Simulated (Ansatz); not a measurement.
```yaml
atoms:
  - { symbol: O, position_ang: [0.0000, 0.0000, -1.5475] }
  - { symbol: C, position_ang: [0.0000, 0.0000, -0.4836] }
  - { symbol: S, position_ang: [0.0000, 0.0000, 0.9551] }
```

Basis set: 6-31G* (spherical functions). Correlated methods keep 7 orbitals frozen. Charge 0, multiplicity 1.

Computed with Ansatz (development build ahead of 0.2.0); each method stands on the lowest determinant of its kind that the runs found. Restricted open shells among the atoms or ions are ROHF, correlated in semicanonical orbitals with singles.

Q: Give the atomization energy at this shape (free ground-state atoms in the same class of orbitals less the molecule, no zero-point energy) of singlet COS by RHF-MP2, RHF.

A:

```tsv
method	atomization energy
RHF-MP2	290.44 kcal/mol
RHF	185.85 kcal/mol
```

Caution: no unrestricted run beside it, a lower state can exist; the shape is not the minimum.
